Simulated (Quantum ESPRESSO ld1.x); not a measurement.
All-electron atom: the magnesium ion Mg10+ in [He].

All-electron calculation, scalar-relativistic Kohn-Sham, LDA (Slater exchange, VWN5 correlation), spin-polarised, spherical densities, point nucleus. Program: ld1.x of Quantum ESPRESSO 7.5.

Energy parts (hartree):
| part | energy |
|---|---|
| total | -136.0501 |
| kinetic | 136.3954 |
| electron-nucleus | -280.5238 |
| Hartree | 14.5273 |
| exchange-correlation | -6.4488 |

Orbitals (lengths in bohr, moments of r in powers of bohr):
orbital  occ.  eigenvalue (hartree)     <r>  <1/r>
1s          2              -61.8100  0.1294  11.69
2s          0              -13.8467  0.5460  2.733
2p          0              -13.2903  0.4695  2.679

The highest occupied level is 1s at -1681.9 eV. The density falls to 0.001 e/bohr^3 at r = 0.60 bohr. For comparison, the ionisation energy in NIST's Atomic Spectra Database is 1761.8 eV (theoretical). In exact Kohn-Sham theory the highest level is minus the ionisation energy, but local and semilocal functionals leave it too shallow, through self-interaction and a potential that decays too fast; potentials with the right tail come closer. Summed over all electrons, <r^2> = 0.04493 bohr^2, which gives a Langevin (diamagnetic) susceptibility term of -0.0356 x 10^-6 cm^3/mol.
